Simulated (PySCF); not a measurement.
A structure optimised at B3LYP-D3(BJ)/def2-TZVP, used in a PySCF frequency run:

```
In
O 1 1.9866
H 2 0.9634 1 113.34
H 1 1.7028 2 128.76 3 0.00
Cl 1 2.3373 4 122.72 2 180.00
```
Charge 0, spin multiplicity 1.

**Question.** Write its SMILES, formula and point group.

**Answer.** [OH][InH][Cl], ClH₂InO, Cs

**Question.** What are its rotational constants (standard atomic weights)?

**Answer.** 10.495, 2.7598, 2.1852 GHz
